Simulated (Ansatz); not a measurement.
`N#[C][Al]([Cl])[Cl]` + `C[SeH]` → `C[Se][Al]([Cl])[Cl]` + `C#N`  (ligand exchange at the Al–C bond)

Gas-phase electronic energies from Ansatz, PBE0-D4/def2-TZVP geometries. CCSD(T)/CBS adds triple-zeta CCSD(T) − MP2 to the extrapolated MP2 energy (def2 sets, frozen cores). This one scheme is used for every species. Functionals use def2-TZVPP. For Se outer-core shells are correlated without core-valence functions, which leaves a few kJ/mol of doubt a bond. Scalar relativity is left out up to krypton. Each species was taken in one conformer, which may not be the lowest.

```
             level  ΔE (kcal/mol)
            PBE-D4          -15.0
      CAM-B3LYP-D4          -12.7
       HF/def2-SVP          -11.1
SCS-MP2/def2-TZVPP          -12.8
```

Problem. What does CCSD(T)/CBS give? (Best estimate.)

Solution. Computed: -14.5 kcal/mol. The listed levels differ from it by -0.5, 1.8, 3.4, 1.7 kcal/mol.

Largest T1 diagnostic among the species: 0.014.

At CCSD(T), def2-SVP lies +2.3 kcal/mol from the extrapolated value and def2-TZVPP +1.5 kcal/mol. From BLYP to BHLYP (50 % exact exchange), in def2-TZVPP and without D4, ΔE moves by −0.8 kcal/mol. Leaving LDA and LC-ωPBE aside and taking each functional with its dispersion term where it has one, the values, not all of them listed here, spread over 3.3 kcal/mol, from HSE06-D4 to B97M-V. LDA lies −1.5 kcal/mol from PBE without D4.
